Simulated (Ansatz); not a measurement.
Stepwise reaction of `[F][Ge]([F])([SiH3])[SiH3]` with hydrogen chloride, as a gas-phase model of exchange steps in deposition or etching. ΔE in kJ/mol; ΔG adds harmonic PBE0-D4 terms to CCSD(T)/CBS, at 1 bar.

Calculated with Ansatz (gas phase, PBE0-D4/def2-TZVP geometries, no zero-point term in ΔE). CBS: MP2 limit from def2 TZ/QZ plus the TZ coupled-cluster correction, frozen cores. This one scheme is used for every species. Functionals use def2-TZVPP. B3LYP here is the variant with VWN-RPA as its local correlation; programs differ in this. For Ge outer-core shells are correlated without core-valence functions, which leaves a few kJ/mol of doubt a bond. Scalar relativity is left out up to krypton.

| step | reaction | PBE-D4 | B3LYP-D4 | ωB97M-V | CCSD(T)/CBS | ΔG(500 K) |
| --- | --- | --- | --- | --- | --- | --- |
| 1 | `[F][Ge]([F])([SiH3])[SiH3]` + HCl → `[F][Ge]([F])([SiH3])[Cl]` + SiH₄ | -58.0 | -68.4 | -73.3 | -68.0 | -62.2 |

Give the row of step 2, `[F][Ge]([F])([SiH3])[Cl]` + HCl → `[F][Ge]([F])([Cl])[Cl]` + SiH₄. (An estimate is asked.)

The calculation gave: 
```
step                                                            reaction  PBE-D4  B3LYP-D4  ωB97M-V  CCSD(T)/CBS  ΔG(500 K)
   2  `[F][Ge]([F])([SiH3])[Cl]` + HCl → `[F][Ge]([F])([Cl])[Cl]` + SiH₄   -23.5     -31.5    -38.1        -33.1      -21.8
```

By hand: ΔE of the 2 steps together at CCSD(T)/CBS.

(-68.0) + (-33.1) = -101.1 kJ/mol, or -50.5 kJ/mol a step.

In ΔE each step is higher than the one before. All are downhill at CCSD(T)/CBS. ΔG lies between -62.2 and -21.8 kJ/mol a step. PBE-D4 differs from CCSD(T)/CBS by 9.6 to 10.0 kJ/mol a step. Only this route is followed, and other bonds may react first. Isolated molecules leave out the surface, adducts and barriers. Largest T1 diagnostic: 0.013.
